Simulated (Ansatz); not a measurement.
Computed with Ansatz on PBE0-D4/def2-TZVP structures; ΔE is electronic, products minus reactants. CCSD(T)/CBS is the MP2 limit (def2-TZVPP, def2-QZVPP) plus CCSD(T) − MP2 in def2-TZVPP, frozen cores. This one scheme is used for every species. For Ge outer-core shells are correlated without core-valence functions, which leaves a few kJ/mol of doubt a bond. Scalar relativity is left out up to krypton. One conformer a species, not always the lowest.

Reaction (formal exchange of groups at the Si–N bond): `C=N[SiH2][GeH3]` + `[SiH3]S` → `S[SiH2][SiH2][GeH3]` + `C=N`

| level | ΔE (kcal/mol) |
| --- | --- |
| CCSD(T)/def2-TZVPP | 4.8 |
| CCSD/CBS(def2) | 5.4 |

Task: What does CCSD(T)/CBS give? (An estimate is asked.)

Result: Ansatz gave: +4.7 kcal/mol. The listed levels differ from it by 0.1, 0.7 kcal/mol.

Largest T1 diagnostic among the species: 0.013.

The D4 term adds −1.6 kcal/mol with B3LYP and −1.0 kcal/mol with PBE0; it sums over pairs of atoms, weighted by their polarisabilities, and B3LYP, whose exchange is more repulsive, gets the larger term. In def2-TZVPP, CCSD(T) changes the Hartree–Fock value by −5.7 kcal/mol (the triples alone add −0.7 kcal/mol) and MP2 by −4.0 kcal/mol.

B3LYP here is the variant with VWN-RPA as its local correlation; programs differ in this.
